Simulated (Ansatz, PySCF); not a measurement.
Species: CH₂O (charge 0, singlet). SMILES: [H]/[O+]=[C-]/[H]
Structure (B3LYP-D3(BJ)/def2-TZVP (Ansatz, a quantum-chemistry and plane-wave program) minimum search):
```xyz
4

C      0.0143    -0.0006    -0.7408
O      0.0072     0.0056     0.5677
H      0.8875     0.2601     0.8874
H     -1.0303    -0.3017    -0.9843
```
Charge 0, spin multiplicity 1.

Wanted: atomisation energy (electronic, to ground-state atoms), in eV. Cores are frozen in the correlated levels unless marked. Open shells are spin-unrestricted. No spin-orbit coupling. Non-relativistic. The coupled-cluster limit lacks core correlation, which all-electron functionals hold. CBS(X,Y): correlation extrapolated as X^-3; Hartree-Fock from the larger set.

```json
[
 {"level": "HF/def2-TZVPD", "program": "PySCF", "atomisation energy (eV)": "9.03"},
 {"level": "HF/cc-pVQZ", "program": "Ansatz", "atomisation energy (eV)": "9.08"}
]
```

### Question
Predict the CCSD(T)/CBS(aug-cc-pVTZ,aug-cc-pVQZ) result (Ansatz).

### Answer
13.96 eV
